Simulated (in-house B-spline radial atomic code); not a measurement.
## Binding energies in Ca6+

NIST's tabulated ground configuration is [Ne] 3s2 3p2; each binding energy is the energy of the ion with one electron taken from that subshell, relaxed, less that of the parent. Level of theory: Dirac-Hartree-Fock, average of configuration, Fermi nucleus of rms radius 3.4776 fm; calculated with an all-electron radial atomic-structure program (B-spline basis). Energies include first-order Breit, QED and recoil terms.

```
subshell  X-ray name  binding energy (eV)  -ε (eV)  relaxation (eV)
      1s           K               4167.7   4198.1             25.5
      2s          L1                562.3    567.9              5.2
      3s          M1                145.6    146.1              0.5
      3p        M2,3                  125    125.5              0.4
```

Relaxation = -ε minus the binding energy without Breit, QED and recoil terms.

(1) What does it cost to remove both a 2s and a 3p electron?

(2) What does it cost to remove two 3s electrons?

(3) What does it cost to remove two 1s electrons?

## Answers

(1) 715.14 eV, which is 27.83 eV more than the two single binding energies together.

(2) 314.02 eV, which is 22.9 eV more than the two single binding energies together.

(3) 8626 eV, which is 290.5 eV more than the two single binding energies together.
